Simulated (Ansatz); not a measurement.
CH4ClFOSSi (`CO[Si](F)(S)Cl`). Charge 0, multiplicity 1.

Z-matrix (Å, degrees):
```
C
O 1 1.418
H 1 1.090 2 107.7
H 1 1.094 2 111.4 3 119.5
H 1 1.093 2 110.4 3 -119.1
Si 2 1.610 1 126.3 3 -165.8
S 6 2.112 2 109.5 1 60.1
F 6 1.588 2 111.8 1 -59.7
Cl 6 2.024 2 106.9 1 -176.1
H 7 1.344 6 93.2 2 -160.0
```

Q: Give the diagnostics of a CCSD(T)/def2-TZVPP run (frozen core, Ansatz 0.2.0). (An estimate is asked.)

A: Computed: T1 = 0.0111, largest single amplitude 0.013, largest double 0.021, (T) share of the correlation energy 3.7 %, 9 CCSD cycles. The RHF solution is stable towards an unrestricted one. T1 lies under the customary mark of 0.02 for closed shells.
